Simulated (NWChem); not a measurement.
System meant: C₂H₅FGe; SMILES C=[C](F)[GeH3]

Input file for NWChem:

```
start job
memory heap 200 mb stack 900 mb global 1100 mb
geometry units angstroms noautosym nocenter noautoz
  C     -1.176184    -1.750652     0.000280
  C     -0.071536    -1.007715    -0.000953
  F      1.133999    -1.600699    -0.000025
  Ge     0.024074     0.944749    -0.003526
  H     -2.157738    -1.275019    -0.000539
  H     -1.118608    -2.843065     0.002011
  H     -1.409003     1.496197    -0.008865
  H      0.786016     1.412146    -1.253464
  H      0.777336     1.416091     1.250247
end
basis spherical
  * library def2-svp
end
dft
  xc xtpss03 ctpss03
  iterations 150
end
property
  shielding 8 1 2 3 4 5 6 7 8
end
task dft property
```

End of the output:

```
 Vector   32  Occ=0.000000D+00  E= 3.207656D-02
              MO Center=  1.2D-01,  6.6D-01, -2.4D-03, r^2= 4.4D+00
   Bfn.  Coefficient  Atom+Function         Bfn.  Coefficient  Atom+Function
  ----- ------------  ---------------      ----- ------------  ---------------
    57      1.213688  4 Ge px                91     -0.780607  8 H  s
    86      0.775924  7 H  s                 96     -0.772717  9 H  s
    58      0.480379  4 Ge py                17      0.416040  2 C  s
    81     -0.334884  6 H  s                 54      0.282670  4 Ge px
    46      0.277360  4 Ge s                  3      0.191947  1 C  s

 center of mass
 --------------
 x =   0.08064525 y =   0.10124991 z =  -0.00433685

 moments of inertia (a.u.)
 ------------------
         651.724023584409           5.099287487984          -0.000019038390
           5.099287487984         190.191647691004           0.867388371578
          -0.000019038390           0.867388371578         819.352347786757

     Multipole analysis of the density
     ---------------------------------

     L   x y z        total         alpha         beta         nuclear
     -   - - -        -----         -----         ----         -------
     0   0 0 0     -0.000000    -29.000000    -29.000000     58.000000

     1   1 0 0     -0.394340     -0.544919     -0.544919      0.695499
     1   0 1 0      0.168404      0.573806      0.573806     -0.979209
     1   0 0 1     -0.000370      0.120479      0.120479     -0.241327

     2   2 0 0    -26.793116    -65.244422    -65.244422    103.695729
     2   1 1 0      1.397975     -5.036462     -5.036462     11.470899
     2   1 0 1     -0.000585      0.011340      0.011340     -0.023265
     2   0 2 0    -26.555207   -177.636118   -177.636118    328.717028
     2   0 1 1     -0.003226      0.215010      0.215010     -0.433246
     2   0 0 2    -27.685707    -19.440097    -19.440097     11.194488

          -----------------------------------------
          Chemical Shielding Tensors (GIAO, in ppm)
          -----------------------------------------

 ------------------------------------------------------------------------
  xtpss03: d2 not coded                    0
 ------------------------------------------------------------------------
 ------------------------------------------------------------------------
  current input line :
    24: task dft property
 ------------------------------------------------------------------------
 ------------------------------------------------------------------------
 This error has not yet been assigned to a category
 ------------------------------------------------------------------------
 For more information see the NWChem manual at https://nwchemgit.github.io

0: xtpss03: d2 not coded:Received an Error in Communication
```

Question: Can this run be used? If not, why, and what is the fix?

Answer: The program stopped with an error. Cause: this functional's second derivatives, which shieldings need, aren't coded here; the fix takes a hybrid GGA instead. This input runs:
```
start job
memory heap 200 mb stack 900 mb global 1100 mb
geometry units angstroms noautosym nocenter noautoz
  C     -1.176184    -1.750652     0.000280
  C     -0.071536    -1.007715    -0.000953
  F      1.133999    -1.600699    -0.000025
  Ge     0.024074     0.944749    -0.003526
  H     -2.157738    -1.275019    -0.000539
  H     -1.118608    -2.843065     0.002011
  H     -1.409003     1.496197    -0.008865
  H      0.786016     1.412146    -1.253464
  H      0.777336     1.416091     1.250247
end
basis spherical
  * library def2-svp
end
dft
  xc pbe0
  iterations 150
end
property
  shielding 8 1 2 3 4 5 6 7 8
end
task dft property
```
It converges to -2255.16907 Ha (PBE0/def2-SVP, GIAO).
